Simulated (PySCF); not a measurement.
C3H6ClFSi, SMILES Cl/C(C)=C\[SiH2]F. Heavy atoms are numbered as in [CH3:1]/[C:2]([Cl:3])=[CH:4]/[SiH2:5][F:6]. Hydrogens are named by the atom that carries them.

Geometry: B3LYP-D3(BJ)/def2-SVP. The structure was generated by enumeration; whether it is a known compound was not checked. One conformer was computed; it need not be the lowest.

Level of theory: PBE0/pcSseg-1 in PySCF.

GIAO shieldings, no solvent; atoms alike by connectivity are averaged. δ = σ(ref) − σ: ¹³C against TMS (σ = 186.3 ppm); ³⁵Cl against HCl (σ = 945.9 ppm); ²⁹Si against TMS (σ = 352.7 ppm); ¹⁹F against CFCl3 (σ = 167.2 ppm); ¹H against TMS (σ = 31.56 ppm), references at their B3LYP-D3(BJ)/def2-TZVP geometries, non-relativistic (without spin–orbit terms, shifts of atoms bonded to Cl or Br come out too high).

Computed chemical shifts:
```
nucleus       atoms  count  δ (ppm)
-------  ----------  -----  -------
¹³C              C2      1    167.3
¹³C         C4 (CH)      1    128.5
¹³C        C1 (CH3)      1     33.6
³⁵Cl            Cl3      1    299.7
²⁹Si     Si5 (SiH2)      1    -10.2
¹⁹F              F6      1   -230.5
¹H          H on C4      1     6.07
¹H         H on Si5      2     5.62
¹H          H on C1      3     2.49
```
